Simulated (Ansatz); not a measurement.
`O[SiH2][AlH][SiH3]` + `NCOCN` → `[NH2][AlH][SiH2]O` + `NCOC[SiH3]`  (formal exchange of groups at the Al–Si bond)

Isolated molecules relaxed with PBE0-D4/def2-TZVP in Ansatz; ΔE leaves out vibrations. CBS: MP2 limit from def2 TZ/QZ plus the TZ coupled-cluster correction, frozen cores. One conformer a species, not always the lowest.

```tsv
species	HF/def2-TZVPP energy (Eh)
`O[SiH2][AlH][SiH3]`	-898.80649
`NCOCN`	-264.25081
`[NH2][AlH][SiH2]O`	-663.80919
`NCOC[SiH3]`	-499.29001
```

(1) Work out ΔE.

Largest T1 diagnostic among the species: 0.013.

## Answers

(1) ΔE = (-663.80919) + (-499.29001) − (-898.80649) − (-264.25081) = -0.04190 Eh = -26.3 kcal/mol. CCSD(T)/CBS gives -27.7 kcal/mol.
